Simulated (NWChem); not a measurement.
System: CH$_{3}$CaClN$_{2}$

Input file for NWChem:

```
start job
memory heap 200 mb stack 900 mb global 1100 mb
geometry units angstroms noautosym nocenter noautoz
  Ca    -0.081754    -0.377011     0.000000
  Cl     0.270289    -2.827620     0.000000
  C     -0.451673     2.253409     0.000000
  N     -0.359795     1.597631    -1.146800
  N     -0.359795     1.597631     1.146800
  H     -0.605717     3.351511     0.000000
  H     -0.442743     2.192306    -1.962999
  H     -0.442743     2.192306     1.962999
end
basis spherical
  * library def2-svp
end
dft
  xc pbe0
  iterations 150
end
property
  efieldgrad
end
task dft property
```

The geometry was optimised at PBE0/def2-SVP.

Vzz is the largest principal value of the second derivative of the potential at the nucleus (NWChem prints the opposite sign); η is the asymmetry. Non-relativistic.

Atoms are numbered as in the input.

Task: Give the results of this calculation. (PBE0/def2-SVP.) Quantities: Vzz Ca1 (a.u.); η Ca1; Vzz Cl2 (a.u.); η Cl2; Vzz N5 (a.u.); η N5.

Result: 
- Vzz Ca1 (a.u.): -0.864
- η Ca1: 0.52
- Vzz Cl2 (a.u.): 0.081
- η Cl2: 0.36
- Vzz N5 (a.u.): 0.553
- η N5: 0.19
